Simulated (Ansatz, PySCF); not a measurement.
This Ansatz (a first-principles code) input computes a SVWN5/def2-TZVPD energy:

Ansatz 0.2 input:
```yaml
crystal:
  periodic: [false, false, false]
  atoms:
    - {symbol: Bi, position_ang: [0.01345539, -0.00795642, 0.23304759]}
    - {symbol: F, position_ang: [0.68809885, 1.27220662, -1.07573752]}
    - {symbol: F, position_ang: [-0.81218746, -1.19883070, -1.07347911]}
basis:
  gaussian:
    orbitals: def2-TZVPD
hamiltonian:
  xc: {name: SVWN5}
total_charge: 1
output: {forces: true}
```

**Question.** Write an input for the same energy in PySCF and say what it gives.

**Answer.** 
```python
from pyscf import gto, scf, dft

mol = gto.M(
    atom='''
    Bi    0.01345539   -0.00795642    0.23304759
    F     0.68809885    1.27220662   -1.07573752
    F    -0.81218746   -1.19883070   -1.07347911
    ''',
    basis='def2-tzvpd',
    ecp='def2-tzvp',
    charge=1,
    spin=0,
    verbose=4,
)

mf = dft.RKS(mol, xc='svwn').density_fit(auxbasis='def2-universal-jkfit')
mf.grids.level = 3
mf.conv_tol = 1e-9
mf.max_cycle = 100
mf.max_memory = 1500
mf.kernel()
if not mf.converged:
    mf = mf.newton()
    mf.kernel(mf.make_rdm1())
mf.analyze()
```
It gives -412.62137 Eh, and Ansatz -412.62134 Eh, a difference of 0.03 mEh, from the treatment of integrals and grids.
